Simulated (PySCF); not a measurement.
PySCF job for C4F6, SMILES FC(F)(F)C#CC(F)(F)F, TDA-ωB97X/def2-SVPD. Coordinates come from a PBE-D3(BJ)/def2-SVP optimisation.

```python
import numpy as np
from pyscf import gto, scf, dft, tdscf

mol = gto.M(
    atom='''
    F     0.02113934    1.26083316    2.56040644
    C     0.00000000   -0.00000000    2.08365395
    F    -1.10248322   -0.61210938    2.56040644
    F     1.08134388   -0.64872378    2.56040644
    C     0.00000000   -0.00000000    0.60911171
    C     0.00000000    0.00000000   -0.60911171
    C     0.00000000    0.00000000   -2.08365395
    F     0.02113970   -1.26083316   -2.56040644
    F    -1.10248339    0.61210906   -2.56040644
    F     1.08134369    0.64872410   -2.56040644
    ''',
    basis='def2-SVPD',
    charge=0,
    spin=0,
    symmetry=True,
    max_memory=1600,
    verbose=4,
)
mf = dft.RKS(mol, xc='wb97x').density_fit(auxbasis='def2-universal-jkfit')
mf.grids.level = 3
mf.conv_tol = 1e-9
mf.max_cycle = 100
mf.kernel()
mf.grids = dft.Grids(mol).set(level=1).build(with_non0tab=True)  # coarser grid for the response kernel
td = tdscf.TDA(mf)
td.singlet = True
td.nstates = 6
td.conv_tol = 1e-4
td.kernel(x0=td.get_init_guess(mf, 11))
td.analyze()
tt = tdscf.TDA(mf)
tt.singlet = False
tt.nstates = 2
tt.conv_tol = 1e-4
tt.kernel(x0=tt.get_init_guess(mf, 7))
tt.analyze(verbose=3)
```

It prints:

```
PySCF version 2.14.0

[INPUT] verbose = 4
[INPUT] num. atoms = 10
[INPUT] num. electrons = 78
[INPUT] charge = 0
[INPUT] spin (= nelec alpha-beta = 2S) = 0
[INPUT] symmetry True subgroup None
[INPUT] Mole.unit = angstrom
[INPUT] Symbol           X                Y                Z      unit          X                Y                Z       unit  Magmom
[INPUT]  1 F      0.021139340000   1.260833160000   2.560406440000 AA    0.039947563054   2.382629361170   4.838466939173 Bohr   0.0
[INPUT]  2 C      0.000000000000   0.000000000000   2.083653950000 AA    0.000000000000   0.000000000000   3.937535303868 Bohr   0.0
[INPUT]  3 F     -1.102483220000  -0.612109380000   2.560406440000 AA   -2.083391342729  -1.156719086477   4.838466939173 Bohr   0.0
[INPUT]  4 F      1.081343880000  -0.648723780000   2.560406440000 AA    2.043443779675  -1.225910274693   4.838466939173 Bohr   0.0
[INPUT]  5 C      0.000000000000   0.000000000000   0.609111710000 AA    0.000000000000   0.000000000000   1.151054311165 Bohr   0.0
[INPUT]  6 C      0.000000000000   0.000000000000  -0.609111710000 AA    0.000000000000   0.000000000000  -1.151054311165 Bohr   0.0
[INPUT]  7 C      0.000000000000   0.000000000000  -2.083653950000 AA    0.000000000000   0.000000000000  -3.937535303868 Bohr   0.0
[INPUT]  8 F      0.021139700000  -1.260833160000  -2.560406440000 AA    0.039948243355  -2.382629361170  -4.838466939173 Bohr   0.0
[INPUT]  9 F     -1.102483390000   0.612109060000  -2.560406440000 AA   -2.083391663982   1.156718481765  -4.838466939173 Bohr   0.0
[INPUT] 10 F      1.081343690000   0.648724100000  -2.560406440000 AA    2.043443420627   1.225910879405  -4.838466939173 Bohr   0.0

nuclear repulsion = 536.107928311137
point group symmetry = D3, use subgroup C2
symmetry origin: [-4.55476113e-17 -4.55476113e-17 -1.82190445e-16]
symmetry axis x: [ 0.00000000e+00  1.00000000e+00 -2.26749446e-17]
symmetry axis y: [4.17810942e-18 2.26749446e-17 1.00000000e+00]
symmetry axis z: [ 1.00000000e+00 -9.47383996e-35 -4.17810942e-18]
num. orbitals of irrep A = 109
num. orbitals of irrep B = 109
number of shells = 86
number of NR pGTOs = 318
number of NR cGTOs = 218
basis = def2-SVPD
ecp = {}


******** <class 'pyscf.df.df_jk.DFSymAdaptedRKS'> ********
method = DFSymAdaptedRKS
initial guess = minao
damping factor = 0
level_shift factor = 0
DIIS = <class 'pyscf.scf.diis.CDIIS'>
diis_start_cycle = 1
diis_space = 8
diis_damp = 0
SCF conv_tol = 1e-09
SCF conv_tol_grad = None
SCF max_cycles = 100
direct_scf = False
XC library pyscf.dft.libxc version 7.1.2
    S. Lehtola, C. Steigemann, M. J. T. Oliveira, and M. A. L. Marques,  SoftwareX 7, 1–5 (2018)
XC functionals = wb97x
    J.-D. Chai and M. Head-Gordon,  J. Chem. Phys. 128, 084106 (2008)
radial grids:
    Treutler-Ahlrichs [JCP 102, 346 (1995); DOI:10.1063/1.469408] (M4) radial grids

becke partition: Becke, JCP 88, 2547 (1988); DOI:10.1063/1.454033
pruning grids: <function nwchem_prune>
grids dens level: 3
symmetrized grids: True
atomic radii adjust function: <function treutler_atomic_radii_adjust>
small_rho_cutoff = 0
Freeze 0 electrons in irreps []
    78 free electrons in irreps A B
Set gradient conv threshold to 3.16228e-05
Initial guess from minao.
tot grids = 142048
******** <class 'pyscf.df.df.DF'> ********
auxbasis = def2-universal-jkfit
Create RSH-DF object <pyscf.df.df.DF object> for omega=0.3
******** <class 'pyscf.df.df.DF'> ********
auxbasis = auxmol.basis = def2-universal-jkfit
init E= -752.32612672682
HOMO (A) = -0.332995063348958  LUMO (A) = -0.00945306982415239  gap/eV = 8.80403
cycle= 1 E= -750.363736346395  delta_E= 1.96  |g|= 1.34  |ddm|= 4.59
HOMO (B) = -0.498775541832059  LUMO (B) = -0.0519030726433343  gap/eV = 12.16002
cycle= 2 E= -750.386689841364  delta_E= -0.023  |g|= 1.45  |ddm|= 3.44
HOMO (A) = -0.467215860257585  LUMO (B) = 0.0127959257497086  gap/eV = 13.06179
cycle= 3 E= -750.714899066875  delta_E= -0.328  |g|= 0.0964  |ddm|= 2.08
HOMO (A) = -0.463957770560222  LUMO (B) = 0.0234198142434812  gap/eV = 13.26222
cycle= 4 E= -750.716440599821  delta_E= -0.00154  |g|= 0.0254  |ddm|= 0.176
HOMO (A) = -0.460058870465273  LUMO (B) = 0.0264839328450135  gap/eV = 13.23950
cycle= 5 E= -750.716613394757  delta_E= -0.000173  |g|= 0.005  |ddm|= 0.0882
HOMO (A) = -0.461834479854598  LUMO (B) = 0.0252981815843754  gap/eV = 13.25555
cycle= 6 E= -750.716621564858  delta_E= -8.17e-06  |g|= 0.00108  |ddm|= 0.022
HOMO (A) = -0.461504259423377  LUMO (B) = 0.0255278459141071  gap/eV = 13.25282
cycle= 7 E= -750.716622144422  delta_E= -5.8e-07  |g|= 0.000239  |ddm|= 0.00408
HOMO (A) = -0.461585902441996  LUMO (B) = 0.0254748942903618  gap/eV = 13.25360
cycle= 8 E= -750.716622171813  delta_E= -2.74e-08  |g|= 3.59e-05  |ddm|= 0.00105
HOMO (A) = -0.461581610532206  LUMO (B) = 0.0254810239059591  gap/eV = 13.25365
cycle= 9 E= -750.716622172717  delta_E= -9.04e-10  |g|= 4.85e-06  |ddm|= 0.000171
HOMO (A) = -0.46158181887571  LUMO (B) = 0.0254806816180428  gap/eV = 13.25365
Extra cycle  E= -750.716622172731  delta_E= -1.36e-11  |g|= 2.82e-06  |ddm|= 1.68e-05
converged SCF energy = -750.716622172731
tot grids = 52520


******** <class 'pyscf.tdscf.rks.TDA'> for <class 'pyscf.df.df_jk.DFSymAdaptedRKS'> ********
nstates = 6 singlet
deg_eia_thresh = 1.000e-03
wfnsym = None
conv_tol = 0.0001
eigh lindep = 1e-12
eigh level_shift = 0
eigh max_cycle = 100


Excitation energies (eV)
[ 6.16348554  6.43765621  6.43818909  9.60004528  9.6002673  10.42333128]

** Singlet excitation energies and oscillator strengths **
Excited State   1:    A      6.16349 eV    201.16 nm  f=0.0000
      38 -> 40        0.49277
      39 -> 41       -0.49267
Excited State   2:    A      6.43766 eV    192.59 nm  f=0.0001
      38 -> 40        0.49396
      39 -> 41        0.49405
Excited State   3:    B      6.43819 eV    192.58 nm  f=0.0001
      38 -> 41       -0.49401
      39 -> 40        0.49400
Excited State   4:    B      9.60005 eV    129.15 nm  f=0.0904
      38 -> 42        0.65527
      38 -> 44       -0.22790
Excited State   5:    A      9.60027 eV    129.15 nm  f=0.0904
      39 -> 42        0.65527
      39 -> 44       -0.22789
Excited State   6:  ???     10.42333 eV    118.95 nm  f=0.0000
      35 -> 41        0.66240
      36 -> 40        0.15386

** Transition electric dipole moments (AU) **
state          X           Y           Z        Dip. S.      Osc.
  1        -0.0000     -0.0000      0.0000      0.0000      0.0000
  2        -0.0278      0.0000     -0.0000      0.0008      0.0001
  3        -0.0000     -0.0278     -0.0000      0.0008      0.0001
  4         0.0000      0.6201      0.0003      0.3845      0.0904
  5         0.6200     -0.0000      0.0000      0.3844      0.0904
  6        -0.0000     -0.0000      0.0000      0.0000      0.0000

** Transition velocity dipole moments (imaginary part, AU) **
state          X           Y           Z        Dip. S.      Osc.
  1        -0.0000      0.0000     -0.0000      0.0000      0.0000
  2        -0.0101      0.0000      0.0000      0.0001      0.0003
  3        -0.0000     -0.0101     -0.0000      0.0001      0.0003
  4        -0.0000      0.1630      0.0001      0.0266      0.0502
  5         0.1629      0.0000     -0.0000      0.0265      0.0502
  6        -0.0000     -0.0000      0.0000      0.0000      0.0000

** Transition magnetic dipole moments (imaginary part, AU) **
state          X           Y           Z
  1        -0.0000      0.0000      0.0000
  2         0.0041     -0.0000     -0.0000
  3         0.0000      0.0041     -0.0000
  4         0.0000      0.0001     -0.0000
  5         0.0001     -0.0000      0.0000
  6        -0.0557     -0.0000      0.0000


******** <class 'pyscf.tdscf.rks.TDA'> for <class 'pyscf.df.df_jk.DFSymAdaptedRKS'> ********
nstates = 2 triplet
deg_eia_thresh = 1.000e-03
wfnsym = None
conv_tol = 0.0001
eigh lindep = 1e-12
eigh level_shift = 0
eigh max_cycle = 100


Excitation energies (eV)
[4.94533685 5.54910707]

** Triplet excitation energies and oscillator strengths **
Excited State   1:    B      4.94534 eV    250.71 nm  f=0.0000
Excited State   2:    A      5.54911 eV    223.43 nm  f=0.0000
```

The calculation finished and met its thresholds.
